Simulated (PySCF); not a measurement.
**Substituent chemical shifts**

Parent skeleton `[CH3:1][Si:2]([SiH3:3])([SiH3:4])[CH2:5][F:6]`; one hydrogen on atom 1 is replaced by X. Hydrogens on one atom are averaged.

PySCF 2.14.0 with density-fitted response routines calculation with NMR shieldings at PBE0/pcSseg-1/GIAO and GFN2-xTB structure; a single conformation, no solvent model, fast rotation and ring inversion assumed for equivalent nuclei, non-relativistic.

δ = σ(ref) − σ, references computed at the same level: 13C, 29Si, 1H vs TMS; 19F against CFCl3.

Parent (X = H): C1 -4.3, Si2 -53.4, Si3/Si4 -110.7, C5 82.1, F6 -289.6, H(C1) 0.18, H(Si3)/H(Si4) 3.59, H(C5) 4.98 ppm. Effects are Δδ = δ(X) − δ(H), positive for deshielding.

Q: Order these by the shift of Si3/Si4, most shielded first.
A. X = CH2Cl
B. X = CH3
C. X = CH2NH2
D. X = CH2OCH3

A: C (-7.4 ppm), B (-3.9 ppm), A (-1.6 ppm), D (+1.0 ppm).

Q: Order these by the shift of H(C1), most shielded first.
A. X = CH2Cl
B. X = CH2OCH3
C. X = CH2SiH3

A: C (+0.49 ppm), B (+0.89 ppm), A (+1.02 ppm).

Unscaled 19F shifts against computed CFCl3 carry errors that often reach 10 to 50 ppm.
